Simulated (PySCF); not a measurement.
**Worked example: oscillator strength and radiative lifetime**

Br2Zr, SMILES [Br][Zr][Br], multiplicity 1.

The structure is a stationary point at B3LYP-D3(BJ)/def2-SVP. The spin state was assumed, not searched. The def2 effective core potentials stand for the cores of Zr; spin–orbit coupling is left out.

TDA-PBE/def2-SVPD run with PySCF puts the first singlet state with f over 0.02 at 3.50 eV (vertical), with the transition dipole (0.000, 0.000, 1.128) in atomic units.

**Question.** Find the oscillator strength, the wavelength and the radiative lifetime that this transition would have in vacuum if emission retraced absorption.

**Answer.** 
|μ|² = 1.2724 au, so |μ| = 2.87 D. ΔE = 3.50/27.211 = 0.1286 hartree. f = (2/3) ΔE |μ|² = 0.109 (the program prints 0.109).
λ = 1239.84/3.50 = 354 nm; ν = 28229 cm⁻¹.
Einstein's coefficient A = 0.6670 ν² f s⁻¹ (ν in cm⁻¹) = 5.8e7 s⁻¹, so τ = 1/A = 17 ns. This state is S8; the lower singlets have f = 0.002, 0.002, 0.000, 0.002, 0.000, 0.006, 0.001. The figure is the radiative limit of this one transition; relaxation, internal conversion, crossing to triplets and a medium change what is measured.
